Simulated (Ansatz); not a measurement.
Born–Oppenheimer molecular dynamics of FGe₂H₅ (8 atoms, charge 0, multiplicity 1). It goes on from the last frame of an earlier run, with new velocities.

Method: Ansatz 0.2.0, RKS BLYP-D4/def2-SVP.

```
ensemble             : NVT, Langevin thermostat
time step            : 1 fs
steps asked          : 166
set temperature      : 300 K
friction             : 0.02 /fs
temperature schedule : 41 steps to 300 K, then 125 steps to 600 K
seed                 : 780574
```

First frame:

```xyz
8
Properties=species:S:1:pos:R:3
Ge 0.076 0.035 0.065
H -0.893 -0.125 1.382
H 1.473 -0.500 0.719
Ge -1.163 1.997 -0.821
H -2.465 1.227 -0.504
H -0.830 3.130 0.172
H -1.097 2.269 -2.202
F -0.554 -1.316 -0.977
```

(1) How far do the bonds stretch over the last three quarters of this one trajectory? (Pairs bonded in most of those frames.)

Answers

(1) 
```
   bond  mean (Å)  spread (Å)  shortest  longest
 Ge1–H2     1.568       0.054      1.45     1.68
 Ge1–H3     1.564       0.047      1.49     1.67
Ge1–Ge4     2.533       0.083      2.44     2.67
 Ge1–F8     1.782       0.020      1.74     1.81
 Ge4–H5     1.557       0.032      1.48     1.64
 Ge4–H6     1.560       0.052      1.44     1.68
 Ge4–H7     1.565       0.059      1.45     1.69
```

Mean temperature of the second half: 442 K. The schedule's set-point averaged 500 K over the second half and the system 442 K. A run of 0.17 ps of so small a system gives no equilibrium averages.

The run took 2 min on 4 threads of Arm Neoverse V2 (shared host), peak memory 0.16 GiB.
